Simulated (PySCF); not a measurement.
Species: C4H3ClSSi.
SMILES with atom numbers: `[CH:1]#[C:2][Si@@H:3]1[CH:4]=[C:5]([Cl:6])[S:7]1` (hydrogens: H8 on C1; H9 on Si3; H10 on C4)

Method used: PBE0-D3(BJ)/def2-SVP geometry optimisation, gas phase in PySCF 2.14.0.

Question: What internal coordinates does the optimisation give?

Answer: 
```json
{"bond": "C1≡C2", "length (Å)": "1.217", "order": "triple"}
{"bond": "C2–Si3", "length (Å)": "1.821", "order": "single"}
{"bond": "Si3–C4", "length (Å)": "1.846", "order": "single"}
{"bond": "C4=C5", "length (Å)": "1.349", "order": "double"}
{"bond": "C5–Cl6", "length (Å)": "1.715", "order": "single"}
{"bond": "C5–S7", "length (Å)": "1.790", "order": "single"}
{"bond": "Si3–S7", "length (Å)": "2.189", "order": "single"}
{"bond": "C1–H8", "length (Å)": "1.076", "order": "single"}
{"bond": "Si3–H9", "length (Å)": "1.485", "order": "single"}
{"bond": "C4–H10", "length (Å)": "1.089", "order": "single"}
```

Orders are formal, as drawn. A selection of angles:
```json
{"angle": "C2–C1–H8", "degrees": "179.8"}
{"angle": "C1–C2–Si3", "degrees": "179.8"}
{"angle": "C2–Si3–C4", "degrees": "117.9"}
{"angle": "C2–Si3–S7", "degrees": "113.7"}
{"angle": "C2–Si3–H9", "degrees": "110.0"}
{"angle": "C4–Si3–S7", "degrees": "81.0"}
{"angle": "C4–Si3–H9", "degrees": "118.3"}
{"angle": "S7–Si3–H9", "degrees": "113.2"}
{"angle": "Si3–C4–C5", "degrees": "93.8"}
{"angle": "Si3–C4–H10", "degrees": "139.8"}
{"angle": "C5–C4–H10", "degrees": "126.3"}
{"angle": "C4–C5–Cl6", "degrees": "127.6"}
{"angle": "C4–C5–S7", "degrees": "113.3"}
{"angle": "Cl6–C5–S7", "degrees": "119.2"}
{"angle": "Si3–S7–C5", "degrees": "71.9"}
```

Torsions: C2–Si3–C4–C5 -113° (anticlinal); Si3–C4–C5–Cl6 -179° (antiperiplanar); C4–C5–S7–Si3 -1° (synperiplanar); C2–Si3–S7–C5 117° (anticlinal).

The C–C distances run from 1.217 Å (C1≡C2, drawn triple) to 1.349 Å (C4=C5, drawn double), a spread of 0.132 Å. Si3 (SiH silicon) has angles from 81.0° to 118.3°. The 2 C–Si bonds span 1.821 Å (C2–Si3, drawn single) to 1.846 Å (Si3–C4, drawn single), a spread of 0.025 Å. The 4-membered ring Si3–C4–C5–S7 has internal angles of 71.9° to 113.3°; it is planar, 0.01 Å rms from its mean plane, widest ring torsion 1°.

Point group: C1 (no symmetry element, even within 0.4 Å). No frequency check.
